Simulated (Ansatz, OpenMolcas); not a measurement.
## How methods differ on C2H5BClF (SMILES BC(F)CCl)

The species is C2H5BClF (10 atoms), meant as a singlet with charge 0. SMILES: `BC(F)CCl`. The shape is that of a PBE0-D4/def2-TZVP optimisation. This is one conformer, not always the lowest.

```xyz
10

B    -1.3092   -0.7117   -0.2812
C     0.1789   -0.4968    0.1265
F     0.5203   -1.0803    1.3360
C     0.6553    0.9349    0.1000
Cl    2.4287    1.0678    0.2063
H    -2.0103   -1.4508    0.3369
H    -1.7074   -0.1723   -1.2706
H     0.7285   -1.0462   -0.6651
H     0.2485    1.4918    0.9437
H     0.3498    1.4128   -0.8297
```

Quantity: the energy change with the C2–H8 bond stretched from 1.109 to 1.276 Å, in eV. The values are calculated.

```tsv
level	kind	program	value (eV)	less CCSD(T)/def2-SVP	CPU time (all runs)
HF/def2-SVP (unrestricted)	Hartree–Fock	OpenMolcas	0.38	+0.10	29 s
SVWN5/def2-SVP (restricted)	LDA	Ansatz	0.21	-0.07	9.1 s
BLYP/def2-SVP (restricted)	GGA	Ansatz	0.21	-0.07	13 s
revPBE/def2-SVP (restricted)	GGA	Ansatz	0.22	-0.06	13 s
r2SCAN/def2-SVP (restricted)	meta-GGA	OpenMolcas	0.26	-0.02	87 s
M06-2X/def2-SVP (restricted)	hybrid meta-GGA	OpenMolcas	0.29	+0.01	86 s
wB97M-V/def2-SVP (restricted)	range-separated hybrid	Ansatz	0.28	0.00	2.7 min
B2PLYP/def2-SVP (restricted)	double hybrid	OpenMolcas	0.29	+0.01	56 s
RPA@PBE0/def2-SVP (restricted)	RPA	Ansatz	0.28	0.00	29 s
CCSD(T)/def2-SVP (restricted)	coupled cluster or CI	Ansatz	0.28	0.00	65 s
```

CCSD(T)/def2-SVP (restricted) is the highest level here, not the true value. The first shape isn't each level's own minimum. The values span 0.21 to 0.38 eV. Times are those of the runs behind each value, whatever else they computed, on shared processors of several kinds: orders of magnitude only.
